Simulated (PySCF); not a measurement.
Compound: C4H5BO3.
Atom-mapped SMILES: `[OH:1][B:2]([OH:3])[c:4]1[cH:5][cH:6][o:7][cH:8]1` (hydrogens: H9 on O1; H10 on O3; H11 on C5; H12 on C6; H13 on C8)

Cartesian coordinates in Å at the GFN2-xTB level; atoms count from 1:
```xyz
13
C4H5BO3 angstrom
O     -1.9243    1.1563    0.9533
B     -1.4863    0.2139    0.0937
O     -2.4179   -0.4762   -0.6266
C      0.0541   -0.0346   -0.0292
C      1.0939    0.6423    0.6802
C      2.2669    0.1071    0.2595
O      2.0467   -0.8532   -0.6576
C      0.7189   -0.9306   -0.8243
H     -2.8779    1.2459    0.9704
H     -2.0848   -1.1385   -1.2273
H      0.9510    1.4204    1.3998
H      3.2870    0.3067    0.5219
H      0.3683   -1.6587   -1.5314
```

The closed-shell ground state was solved at several levels (PySCF, density fitting, gas phase, non-relativistic).

```csv
level,basis functions,HOMO (eV),LUMO (eV),gap (eV),dipole (D)
PBE0/pcSseg-1,161,-6.78,-0.19,6.59,1.06
B3LYP/pcJ-1,266,-6.54,-0.38,6.16,1.07
```

(1) What might B3LYP/def2-SVPD (209 basis functions) give for the same quantities?

(2) Over all these levels, which gives the widest orbital gap and which the narrowest?

(3) How far do the dipole and the HOMO energy spread over the levels?

## Answers

(1) HOMO -6.62 eV, LUMO -0.56 eV, gap 6.06 eV, dipole 0.91 D.

(2) PBE0/pcSseg-1 (global hybrid, 25 % exact exchange) has the widest, 6.59 eV, and B3LYP/def2-SVPD (global hybrid, 20 % exact exchange) the narrowest, 6.06 eV. Functional and basis both differ between the two, so the spread mixes both effects.

(3) The dipole runs from 0.91 to 1.07 D (mean 1.01 D) and the HOMO from -6.78 to -6.54 eV.

One conformer stands for the species.
